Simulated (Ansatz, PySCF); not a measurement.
HO3S, SMILES [O-][S+]([O-])O, charge -1. Atoms are numbered in the order given.

```xyz
5

O     -0.2214     1.2830     0.0525
S     -0.1669    -0.1255    -0.5047
O     -0.8904    -1.1031     0.3770
O      1.5278    -0.4754    -0.1824
H      1.7399     0.2290     0.4466
```
Charge -1, spin multiplicity 1.

Coordinates come from a PBE0-D3(BJ)/def2-SVPD optimisation. The values are those of a single conformer.

Two levels are set side by side: PBE-D3(BJ)/def2-SVPD (Ansatz, a quantum-chemistry and plane-wave program) and PBE0-D3(BJ)/def2-SVPD (Ansatz). Each level has its own optimised geometry; the coordinates shown are those of the second. Frequencies come from the Hessian of PySCF at each geometry. Differences are taken from unrounded values.

```csv
quantity,PBE0-D3(BJ)
mean bond length (Å),1.436
bond O1–S2 (Å),1.516
bond S2–O3 (Å),1.502
bond S2–O4 (Å),1.760
bond O4–H5 (Å),0.968
highest harmonic wavenumber (cm⁻¹),3806
mean harmonic wavenumber (cm⁻¹),1018
zero-point energy (kcal/mol),13.10
```

**Question.** What does PBE-D3(BJ) give, and how far is it from PBE0-D3(BJ)? (The exact figures need the calculation; the answer reports its results.)

**Answer.** 
| quantity | PBE-D3(BJ) | PBE-D3(BJ) minus PBE0-D3(BJ) |
|---|---|---|
| mean bond length (Å) | 1.471 | 0.034 |
| bond O1–S2 (Å) | 1.539 | 0.023 |
| bond S2–O3 (Å) | 1.525 | 0.023 |
| bond S2–O4 (Å) | 1.840 | 0.079 |
| bond O4–H5 (Å) | 0.979 | 0.011 |
| highest harmonic wavenumber (cm⁻¹) | 3646 | -160 |
| mean harmonic wavenumber (cm⁻¹) | 948 | -71 |
| zero-point energy (kcal/mol) | 12.19 | -0.91 |

GGA bonds tend to be longer and softer than those of functionals with exact exchange. Differences between two approximate levels are no errors against the true value.
